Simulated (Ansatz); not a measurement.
Cost and result for the atomization energy of BH$_{7}$N$_{2}$OSn, SMILES `B[NH][SnH]([NH2])[OH]` (12 atoms, 11 bonds).

Cartesian coordinates in Å:
```
B 1.576 0.766 -1.120
N 0.239 0.395 -1.194
Sn -0.996 0.094 0.414
N -1.142 -1.815 1.016
O -0.098 1.024 1.871
H 2.084 0.934 -0.040
H 2.225 0.918 -2.117
H -0.159 0.264 -2.113
H -2.547 0.706 0.084
H -0.253 -2.256 1.214
H -1.672 -2.420 0.403
H 0.743 1.389 1.582
```

Charge 0, multiplicity 1. Correlated methods include outer-core shells of Sn, which these sets cover unevenly. Sn: def2 effective core potential. Geometry: relaxed with PBE0-D4/def2-TZVP. It is one conformer, not always the lowest. Program: Ansatz. All runs use 4 threads of an Arm Neoverse V2 on a shared host. Times are those of one run each, without the atoms' runs, and a repeat can differ threefold. Electronic energies, without spin–orbit coupling; frozen cores. CCSD(T)/CBS adds CCSD(T) − MP2 in def2-TZVPP to the MP2 limit, and its time is that of the two runs behind it. T1 = 0.014. With those shells the extrapolation isn't a true limit. B3LYP takes the VWN-RPA correlation (the form of Gaussian; ORCA's B3LYP/G).

CCSD(T)/CBS is a level of theory with its own doubt, some kJ/mol a heavy atom from the limit and from the frozen cores, so smaller differences don't rank the functionals.

```csv
level,functions,wall time,atomization (kJ/mol),difference from CCSD(T)/CBS,per bond
LDA (SPW92)/def2-TZVPP,272,1.4 s,4604.7,582.1,52.9
revPBE-D4/def2-TZVPP,272,2.1 s,3952.4,-70.2,-6.4
BLYP-D4/def2-TZVPP,272,2.4 s,4021.1,-1.5,-0.1
r2SCAN-D4/def2-TZVPP (with forces),272,4.8 s,3982.5,-40.1,-3.6
B3LYP-D4/def2-TZVPP (with forces),272,5.5 s,4007.8,-14.8,-1.3
r2SCANh-D4/def2-TZVPP,272,5.5 s,3947.8,-74.8,-6.8
PBE-QIDH/def2-TZVPP,272,6.5 s,3931.8,-90.8,-8.3
ωB97X-V/def2-TZVPP,272,8.5 s,4025.5,2.9,0.3
CCSD(T)/def2-SVP,117,12 s,3680.4,-342.2,-31.1
ωB97M-V/def2-TZVPP (with forces),272,12 s,4015.1,-7.5,-0.7
MP2/def2-QZVPP,520,23 s,4014.3,-8.3,-0.8
CCSD(T)/def2-TZVPP,272,5.9 min,3886.8,-135.8,-12.3
CCSD(T)/CBS(def2),–,6.2 min,4022.6,0.0,0.0
```

From r2SCAN to r2SCAN0 (25 % exact exchange), in def2-TZVPP and without D4, the atomization energy moves by −85.2 kJ/mol: exact exchange takes away binding that semilocal exchange gives to molecules. In def2-TZVPP, CCSD(T) changes the Hartree–Fock value by +1180.2 kJ/mol (the triples alone add +70.2 kJ/mol) and MP2 by +1225.8 kJ/mol; breaking electron pairs costs correlation energy, which Hartree–Fock lacks. The D4 term adds +39.0 kJ/mol with B3LYP and +20.7 kJ/mol with PBE0; it sums over pairs of atoms, weighted by their polarisabilities, and B3LYP, whose exchange is more repulsive, gets the larger term.

Spin–orbit coupling would lower the free Sn atoms strongly, and the atomization energy with them, by more than many differences here. For some Ge, Se and Sn compounds the MP2-based and the directly extrapolated limit differ by 10 to 25 kJ/mol.
